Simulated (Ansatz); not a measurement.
Cost and result up the ladder for BF₃ (4 atoms). The state is a singlet with charge 0. Geometry: PBE-D4/def2-TZVP.

```csv
atom,x (Å),y (Å),z (Å)
B1,0.0000,0.0000,0.0000
F2,0.8614,0.7500,-0.6731
F3,0.0137,0.0023,1.3256
F4,-0.8751,-0.7523,-0.6525
```

Ansatz on 2 threads of Intel Xeon Platinum 8259CL on a shared host. Times are rough, and most runs start from the orbitals of an earlier one. ωB97M-V/def2-TZVP serves as the yardstick here, not as an exact answer. Differences are given only for rows in sets of like size (and for xTB, whose basis is part of the method), since another set adds its own error. Binding counts from free atoms at the same level (B doublet, F doublet; other spins of the atoms weren't run), without zero-point energy or a counterpoise term.

B3LYP takes the VWN-RPA correlation. Correlated methods freeze 4 core orbitals.

Correlated methods converge slowly with the basis (MP2 moves by 0.07 eV from def2-TZVP to def2-QZVPP here).

| level | functions | wall time |
| --- | --- | --- |
| HF/def2-TZVP | 124 | 0.9 s |
| revPBE-D4/def2-TZVP | 124 | 1.2 s |
| BLYP-D4/def2-TZVP | 124 | 1.5 s |
| MP2/def2-TZVP | 124 | 1.6 s |
| BHLYP-D4/def2-TZVP | 124 | 1.9 s |
| CAM-B3LYP-D4/def2-TZVP | 124 | 1.9 s |
| PBE0-D4/def2-TZVP | 124 | 2.2 s |
| B3LYP-D4/def2-TZVP (with forces) | 124 | 2.3 s |
| RPA@PBE/def2-TZVP | 124 | 2.6 s |
| r2SCANh-D4/def2-TZVP | 124 | 2.9 s |
| PBE0-D4/def2-QZVPP | 228 | 3.7 s |
| ωB97X-V/def2-TZVP | 124 | 4 s |
| ωB97M-V/def2-TZVP | 124 | 4.1 s |
| CCSD(T)/def2-TZVPP | 124 | 16 s |

Task: Estimate what each level gives for the binding energy per atom (eV).

Result: 
```csv
level,binding energy per atom (eV),difference from ωB97M-V/def2-TZVP (eV)
HF/def2-TZVP,3.91,-1.19
revPBE-D4/def2-TZVP,5.04,-0.05
BLYP-D4/def2-TZVP,5.11,0.01
MP2/def2-TZVP,5.26,0.16
BHLYP-D4/def2-TZVP,4.83,-0.27
CAM-B3LYP-D4/def2-TZVP,5.12,0.03
PBE0-D4/def2-TZVP,5.06,-0.04
B3LYP-D4/def2-TZVP (with forces),5.05,-0.05
RPA@PBE/def2-TZVP,4.57,-0.52
r2SCANh-D4/def2-TZVP,5.06,-0.03
PBE0-D4/def2-QZVPP,5.06,–
ωB97X-V/def2-TZVP,5.06,-0.04
ωB97M-V/def2-TZVP,5.09,0.00
CCSD(T)/def2-TZVPP,4.96,-0.13
```
